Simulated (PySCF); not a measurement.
A structure optimised at B3LYP-D3(BJ)/def2-SVP, used in a PySCF frequency run:

```xyz
9

Bi    -0.1223     0.2711     0.0000
C      2.0957    -0.3290     0.0000
H      2.5890     0.0660    -0.9004
H      2.5890     0.0660     0.9004
H      2.1625    -1.4280     0.0000
O     -0.6067    -0.9822    -1.6272
H     -0.0286    -1.7589    -1.6548
O     -0.6067    -0.9822     1.6272
H     -0.0286    -1.7589     1.6548
```
Charge 0, spin multiplicity 1.

Write its SMILES, formula and point group.

[CH3][Bi]([OH])[OH], CH₅BiO₂, Cs

What are its rotational constants (standard atomic weights)?

3.6081, 3.4488, 2.8505 GHz
